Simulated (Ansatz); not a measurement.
Reaction (formal exchange of groups at a C–N bond): `BN(B)C` + `B[SiH2]C` → `B[SiH](C)C` + `BNB`

Calculated with Ansatz (gas phase, PBE0-D4/def2-TZVP geometries, no zero-point term in ΔE). CCSD(T)/CBS is the MP2 limit (def2-TZVPP, def2-QZVPP) plus CCSD(T) − MP2 in def2-TZVPP, frozen cores. This one scheme is used for every species. Functionals use def2-TZVPP. B3LYP here is the variant with VWN-RPA as its local correlation; programs differ in this.

Is it downhill or uphill in electronic energy at CCSD(T)/CBS, and by how much? (Best estimate.)

Computed: Downhill: ΔE = -17.8 kcal/mol.

What do these levels give: PBE-D4, PBE0-D4, B3LYP-D4, ωB97X-V, ωB97M-V, r2SCAN, HF/def2-TZVPP, MP2/def2-TZVPP, CCSD/def2-TZVPP, CCSD(T)/def2-TZVPP, MP2/def2-QZVPP, MP2/CBS(def2)? (An estimate is asked.)

Computed: PBE-D4 -17.6, PBE0-D4 -18.0, B3LYP-D4 -17.5, ωB97X-V -17.3, ωB97M-V -18.2, r2SCAN -18.5, HF/def2-TZVPP -17.2, MP2/def2-TZVPP -18.2, CCSD/def2-TZVPP -17.4, CCSD(T)/def2-TZVPP -17.3, MP2/def2-QZVPP -18.5, MP2/CBS(def2) -18.7 kcal/mol.

Largest T1 diagnostic among the species: 0.011.
